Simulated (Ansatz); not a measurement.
Cost and result up the ladder for Si8NH16, a doped cluster cut from the lattice of silicon (N on a surface site) (25 atoms). Total charge 0; doublet. Geometry: PBE-D4/def2-SVP.

```xyz
25

Si   -2.2975   -1.1697    1.3848
Si   -0.7461   -1.1242   -2.1032
Si   -0.8611    2.0086    0.1402
Si    1.1662    0.4262    2.0438
Si    2.2956    1.2259   -2.3050
Si   -2.0470    0.1049   -0.5733
Si   -0.0886   -1.5777    2.0861
Si    1.5827   -0.9405   -1.7771
N     0.7353    1.4541    0.6685
H    -3.0605   -2.4524    1.1737
H    -3.0073   -0.3473    2.4309
H    -1.1388   -2.5822   -2.0714
H    -1.0091   -0.6134   -3.4995
H    -1.6361    2.6988    1.2405
H    -0.6428    3.0038   -0.9663
H     0.9431    1.1175    3.3714
H     2.6396    0.1347    1.9305
H     1.1746    2.1662   -2.6731
H     3.1578    1.8840   -1.2513
H    -3.3803    0.4751   -1.1770
H    -0.0440   -2.1216    3.4932
H     0.5067   -2.6121    1.1660
H     2.2255   -1.9211   -2.7293
H     2.0331   -1.3204   -0.3919
H     1.4992    2.0828    0.3889
```

Ansatz on 2 threads of AMD EPYC 7R13 on a shared host and a share (18 GiB) of an NVIDIA H100 80GB HBM3. Times are rough, and most runs start from the orbitals of an earlier one. ωB97M-V/def2-TZVP serves as the yardstick here, not as an exact answer. Differences are given only for rows in sets of like size (and for xTB, whose basis is part of the method), since another set adds its own error. Binding counts from free atoms at the same level (Si triplet, N quartet, H doublet; other spins of the atoms weren't run), without zero-point energy or a counterpoise term.

B3LYP takes the VWN-RPA correlation. Correlated methods freeze 41 core orbitals. The rows differ in basis, and correlated rows in double-zeta sets carry the largest basis error. Single mean-field runs in def2-TZVP are fitted with def2-universal-jkfit.

Correlated methods converge slowly with the basis, most of all in double-zeta sets.

| level | functions | binding energy per atom (eV) | difference from ωB97M-V/def2-TZVP (eV) |
| --- | --- | --- | --- |
| HF/6-31G | 145 | 1.94 | – |
| PBE-D4/def2-SVP | 238 | 3.12 | – |
| PBE0-D4/def2-SVP | 238 | 3.11 | – |
| B3LYP-D4/6-31G | 145 | 2.87 | – |
| r2SCANh-D4/def2-TZVP (with forces) | 423 | 3.13 | 0.01 |
| MP2/def2-TZVP | 423 | 2.97 | -0.16 |
| ωB97M-V/def2-TZVP | 423 | 3.13 | 0.00 |
| BHLYP-D4/def2-TZVP | 423 | 3.10 | -0.02 |
| CCSD(T)/def2-SVP | 238 | 2.90 | – |
| r2SCAN-D4/def2-TZVP (with forces) | 423 | 3.14 | 0.02 |
| PBE-D4/def2-TZVP | 423 | 3.13 | 0.00 |
| HF/STO-3G | 93 | 3.31 | – |
| PBE0-D4/def2-TZVP | 423 | 3.12 | -0.01 |

Task: Estimate how long each takes.

Result: HF/STO-3G 1.3 s; HF/6-31G 1.3 s; B3LYP-D4/6-31G 2.1 s; PBE-D4/def2-SVP 2.4 s; PBE0-D4/def2-SVP 2.8 s; BHLYP-D4/def2-TZVP 3.1 s; MP2/def2-TZVP 3.3 s; PBE0-D4/def2-TZVP 4.3 s; PBE-D4/def2-TZVP 5.5 s; r2SCAN-D4/def2-TZVP (with forces) 6 s; r2SCANh-D4/def2-TZVP (with forces) 6.5 s; ωB97M-V/def2-TZVP 6.5 s; CCSD(T)/def2-SVP 8 s. On shared hardware such times vary by a factor of up to 3.
